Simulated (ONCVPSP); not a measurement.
# Varying the ONCV potential for Be

Base potential:

* Element: beryllium (Be)
* Generator: ONCVPSP 4.0.1
* Type: optimised norm-conserving Vanderbilt (ONCV)
* Functional: PBEsol
* Relativity: non-relativistic
* Frozen core: [He]
* Valence charge: 2
* Reference configuration: 2s2
* Partial waves: 2s: rc 2.20 bohr, ncon 4, nbas 8, qcut 2.9 1/bohr, 2 projectors, debl 2.8 Ha; p scattering state at 0.12 Ha: rc 1.95 bohr, ncon 4, nbas 7, qcut 3.8 1/bohr, 2 projectors, debl 1.2 Ha; d scattering state at 0.19 Ha: rc 1.70 bohr, ncon 5, nbas 8, qcut 5.7 1/bohr, 2 projectors, debl 1.6 Ha
* Local potential: polynomial inside 1.30 bohr (lpopt 5, dvloc0 4 Ha)
* Core correction: Teter function, fcfact 4.75, rcfact 1.25

In the p channel the program set the typed energies aside and used 0.050, 1.250 Ha.

Cutoffs, loose and tight: the cutoffs (Ha) at which the residual kinetic energy of the hardest occupied pseudo-wave falls to 1 and 0.1 mHa per electron. They do not see the model core or the augmentation charge, which bear on the density cutoff. Test errors are all-electron minus pseudo excitation energies from the reference, over the configurations 2s1; 2s1.5; 2s1 2p1; 2s0 2p2. A dash means not determined; rows that change the core or the reference have their own tests.

For the base: The cutoffs count occupied waves only; projector 2 of the s channel, the hardest unoccupied one, needs 41 Ha at the loose tolerance.

| change | outcome | cutoff, loose | cutoff, tight | bound ghosts | GHOST(+) flags above zero | largest test error (meV) |
| --- | --- | --- | --- | --- | --- | --- |
| base | generated, projector energies reset by the program | 4.0 Ha | 25 Ha | none | s | -11 |
| s: qcut 1.9; p: qcut 2.5; d: qcut 3.7 | generated, projector energies reset by the program | 9.5 Ha | 33 Ha | none | s | -10 |
| s: qcut 2.3; p: qcut 3; d: qcut 4.6 | generated, projector energies reset by the program | 7.3 Ha | 32 Ha | none | s | -11 |
| s: qcut 2.5; p: qcut 3.3; d: qcut 4.9 | generated, projector energies reset by the program | 4.4 Ha | 31 Ha | none | s | -12 |
| d: qcut 5.8 | generated, projector energies reset by the program | 4.0 Ha | 25 Ha | none | s | -11 |
| s: qcut 3.3; p: qcut 4.3; d: qcut 6.4 | generated, projector energies reset by the program | 4.2 Ha | 10 Ha | none | s | -8.2 |
| s: qcut 3.5; p: qcut 4.6; d: qcut 6.9 | generated, projector energies reset by the program | 4.4 Ha | 7.0 Ha | none | s | -6.4 |
| s: qcut 4.2; p: qcut 5.6; d: qcut 8.3 | generated, projector energies reset by the program | 5.2 Ha | 7.1 Ha | none | s | +4.7 |

Problem. What comes out with this change to the base: s: qcut 3.8; p: qcut 4.9; d: qcut 7.4?

Solution. outcome: generated, projector energies reset by the program; cutoff, loose: 4.8 Ha; cutoff, tight: 6.7 Ha; bound ghosts: none; GHOST(+) flags above zero: s; largest test error (meV): -4.1.
